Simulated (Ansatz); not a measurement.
C3H9AlO2 (`C[CH](C)[Al]([OH])[OH]`). Total charge 0; spin multiplicity 1.

Cartesian coordinates in Å:
```
C -0.4172 -0.2021 -1.6922
C -0.6699 -0.1538 -0.1844
C -1.2269 1.2142 0.2198
Al 0.9335 -0.5972 0.8421
O 0.8596 -1.7977 2.0414
O 2.3560 0.2648 0.4967
H 0.3643 0.5032 -1.9900
H -0.1078 -1.1946 -2.0330
H -1.3236 0.0649 -2.2496
H -1.4202 -0.9141 0.0664
H -0.5053 2.0142 0.0272
H -2.1304 1.4534 -0.3546
H -1.4957 1.2609 1.2793
H 1.5856 -2.0697 2.5986
H 3.1979 0.1537 0.9322
```

Problem. List the harmonic frequencies (cm⁻¹, unscaled) at PBE0-D4/def2-TZVP in Ansatz. (Estimate.)

Solution. The calculation gave: 9i, 105, 110, 212, 239, 249, 287, 305, 318, 357, 390, 553, 570, 622, 828, 896, 903, 921, 991, 991, 1091, 1184, 1240, 1327, 1392, 1412, 1477, 1491, 1495, 1502, 3015, 3016, 3032, 3079, 3082, 3101, 3105, 3970, 3975.
